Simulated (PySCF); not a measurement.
Compound: C6H7F3Si.
SMILES with atom numbers: `[CH3:1][C:2]1=[CH:3][SiH2:4][C:5]([C:6]([F:7])([F:8])[F:9])=[CH:10]1` (hydrogens: H11, H12, H13 on C1; H14 on C3; H15, H16 on Si4; H17 on C10)

The same species was optimised twice, with GFN2-xTB and with PBE0-D3(BJ)/def2-SVP (PySCF), and the same property calculations (PySCF, gas phase) were run on both structures.

```tsv
coordinate	GFN2-xTB	PBE0-D3(BJ)/def2-SVP	change
C2–C10 (Å)	1.463	1.486	+0.023
C3–Si4 (Å)	1.883	1.867	-0.016
Si4–C5 (Å)	1.896	1.882	-0.014
C6–F8 (Å)	1.351	1.340	-0.011
C5–C6 (Å)	1.474	1.485	+0.011
C6–F9 (Å)	1.351	1.341	-0.010
C2=C3 (Å)	1.344	1.354	+0.010
C5=C10 (Å)	1.337	1.347	+0.010
C6–F7 (Å)	1.346	1.338	-0.008
C1–C2 (Å)	1.492	1.494	+0.002
C3–Si4–C5 (°)	87.6	91.6	+4.0
Si4–C5–C6 (°)	125.1	129.1	+4.0
Si4–C5–C10 (°)	110.5	107.1	-3.4
C2–C3–Si4 (°)	111.0	108.4	-2.6
C2–C10–C5 (°)	115.8	117.5	+1.7
C5–C6–F7 (°)	114.6	113.0	-1.6
F8–C6–F9 (°)	105.3	106.7	+1.4
F7–C6–F8 (°)	105.9	107.2	+1.3
Si4–C5–C6–F7 (°)	180	-179	+1
```

Rotational constants: A = 1955, B = 769.5, C = 617.6 MHz (GFN2-xTB) against A = 1965, B = 759.7, C = 612.2 MHz (PBE0-D3(BJ)/def2-SVP). Point groups within 0.08 Å: Cs and Cs. Atoms that the bonding makes alike are paired by their places after alignment.

On the GFN2-xTB structure: HOMO (eV) -7.17 [PBE0/pcSseg-1]; LUMO (eV) -1.99 [PBE0/pcSseg-1]; dipole (D) 3.48 [PBE0/pcSseg-1]; GIAO shielding of C1 (ppm) 161.9 [PBE0/pcSseg-1]; GIAO shielding of C2 (ppm) 20.7 [PBE0/pcSseg-1]; GIAO shielding of C3 (ppm) 55.3 [PBE0/pcSseg-1]; GIAO shielding of Si4 (ppm) 391.3 [PBE0/pcSseg-1]; GIAO shielding of C5 (ppm) 45.2 [PBE0/pcSseg-1]; GIAO shielding of C6 (ppm) 52.4 [PBE0/pcSseg-1]; GIAO shielding of F7/F8/F9 (mean) (ppm) 245.2 [PBE0/pcSseg-1]; GIAO shielding of C10 (ppm) 29.6 [PBE0/pcSseg-1].

**Question.** What do these properties become on the PBE0-D3(BJ)/def2-SVP structure?

**Answer.** 
```json
{"property": "HOMO (eV)", "level": "PBE0/pcSseg-1", "on GFN2-xTB": "-7.17", "on PBE0-D3(BJ)/def2-SVP": "-7.23", "change": "-0.06"}
{"property": "LUMO (eV)", "level": "PBE0/pcSseg-1", "on GFN2-xTB": "-1.99", "on PBE0-D3(BJ)/def2-SVP": "-2.01", "change": "-0.02"}
{"property": "dipole (D)", "level": "PBE0/pcSseg-1", "on GFN2-xTB": "3.48", "on PBE0-D3(BJ)/def2-SVP": "3.29", "change": "-0.19"}
{"property": "energy, GFN2-xTB geometry as zero (kcal/mol)", "level": "PBE0/pcSseg-1", "on GFN2-xTB": "0.0", "on PBE0-D3(BJ)/def2-SVP": "-2.1", "change": "-2.1"}
{"property": "GIAO shielding of C1 (ppm)", "level": "PBE0/pcSseg-1", "on GFN2-xTB": "161.9", "on PBE0-D3(BJ)/def2-SVP": "159.6", "change": "-2.3"}
{"property": "GIAO shielding of C2 (ppm)", "level": "PBE0/pcSseg-1", "on GFN2-xTB": "20.7", "on PBE0-D3(BJ)/def2-SVP": "17.8", "change": "-2.9"}
{"property": "GIAO shielding of C3 (ppm)", "level": "PBE0/pcSseg-1", "on GFN2-xTB": "55.3", "on PBE0-D3(BJ)/def2-SVP": "53.4", "change": "-1.9"}
{"property": "GIAO shielding of Si4 (ppm)", "level": "PBE0/pcSseg-1", "on GFN2-xTB": "391.3", "on PBE0-D3(BJ)/def2-SVP": "390.6", "change": "-0.7"}
{"property": "GIAO shielding of C5 (ppm)", "level": "PBE0/pcSseg-1", "on GFN2-xTB": "45.2", "on PBE0-D3(BJ)/def2-SVP": "44.1", "change": "-1.1"}
{"property": "GIAO shielding of C6 (ppm)", "level": "PBE0/pcSseg-1", "on GFN2-xTB": "52.4", "on PBE0-D3(BJ)/def2-SVP": "55.0", "change": "+2.6"}
{"property": "GIAO shielding of F7/F8/F9 (mean) (ppm)", "level": "PBE0/pcSseg-1", "on GFN2-xTB": "245.2", "on PBE0-D3(BJ)/def2-SVP": "252.0", "change": "+6.8"}
{"property": "GIAO shielding of C10 (ppm)", "level": "PBE0/pcSseg-1", "on GFN2-xTB": "29.6", "on PBE0-D3(BJ)/def2-SVP": "25.3", "change": "-4.3"}
```

The heavy atoms differ by 0.036 Å rms after alignment (one structure mirrored). Among bonds between heavy atoms C2–C10 changes most (+0.023 Å). Changes are differences of the printed values. Neither structure is proved a minimum here.

The values belong to the conformer `[CH3:1][C:2]1=[CH:3][SiH2:4][C:5]([C:6]([F:7])([F:8])[F:9])=[CH:10]1`: Si4–C5–C6–F7 -179°.
